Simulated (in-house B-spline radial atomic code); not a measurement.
**Removing one electron from Sr IX (Sr8+)**

Closed shell [Ar] 3d10 4s2. Computed with a B-spline radial code for spherical atoms: Koopmans values of Dirac-Hartree-Fock plus a diagonal self-energy, in second order or with its direct term screened (direct RPA, with the hole-particle interaction, or full time-dependent Hartree-Fock), linearised in energy; no-pair Dirac-Coulomb Hamiltonian, finite nucleus. Shifts add to the Koopmans value (the ΔSCF shift is orbital relaxation alone); the final value takes TDHF screening with Breit and QED.

Command:
```bash
python run_mb.py task.json out
```
Settings (nuclear radius in fm, box in bohr, cutoff in hartree):
```
basis_form          2
Z                   38
core_configuration  [Ar] 3d10 4s2
rms_radius          4.224
mass_number         88
speed_of_light      137.036
box_radius          8.273
lmax                7
intervals           61
virtual_cutoff      5776.0
```

Cost of the run: 18 s on 1 thread of Arm Neoverse V2 (shared host).

Energies in eV:

```json
{"subshell": "4s1/2", "Koopmans": "156.32", "ΔSCF shift": "-0.211", "second order": "?", "direct RPA": "?", "hole-particle": "?", "TDHF": "?", "Breit + QED": "?", "final": "?"}
```

(1) What does the self-energy do to 4s1/2?

## Answers

(1) It shifts the removal energy by 2.006 eV in second order, 1.237 with direct RPA, 1.453 with the hole-particle term and 1.685 with TDHF screening (quasi-particle weight 0.984); Breit and QED add -0.095 eV. The final value is 157.91 eV, against 158.33 ± 0.25 eV (NIST, semi-empirical). The mixing of s² with p² in the ground state is caught to low order only, which falls short in light ions.
